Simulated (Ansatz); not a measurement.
Start from `OB(F)O[SiH3]` and change one atom or group to get `OB(O)O[SiH3]`.

Ansatz, PBE0-D4/def2-TZVP geometries, multiplicity 1. Each molecule was computed in one conformer, which needn't be the lowest.

```csv
property,`OB(F)O[SiH3]`
HOMO–LUMO gap (PBE/def2-TZVPP) / eV,6.93
HOMO energy (B3LYP/def2-TZVPP) / eV,-9.03
size of the dipole moment (PBE/def2-TZVPP) / D,1.25
zero-point energy (PBE0-D4/def2-TZVP) / kJ/mol,137.7
LUMO energy (PBE0/def2-TZVPP) / eV,0.02
HOMO–LUMO gap (B3LYP/def2-TZVPP) / eV,8.77
```

(1) What does the change do to each property? (Estimate.)

## Answers

(1) Ansatz gave: 
```csv
property,`OB(O)O[SiH3]`,shift
HOMO–LUMO gap (PBE/def2-TZVPP) / eV,6.75,-0.18
HOMO energy (B3LYP/def2-TZVPP) / eV,-8.73,0.30
size of the dipole moment (PBE/def2-TZVPP) / D,0.81,-0.44
zero-point energy (PBE0-D4/def2-TZVP) / kJ/mol,170.1,32.4
LUMO energy (PBE0/def2-TZVPP) / eV,0.15,0.13
HOMO–LUMO gap (B3LYP/def2-TZVPP) / eV,8.59,-0.18
```

With PBE0 the HOMO rises by 0.29 eV and the LUMO rises by 0.13 eV, so the gap narrows by about 0.16 eV. PBE moves the HOMO by 0.31 eV and ωB97M-V by 0.28 eV. The zero-point energy changes by 32.4 kJ/mol with +3 modes. Dipoles are sizes alone; their direction can turn.

B3LYP here is the variant with VWN-RPA as its local correlation; programs differ in this.
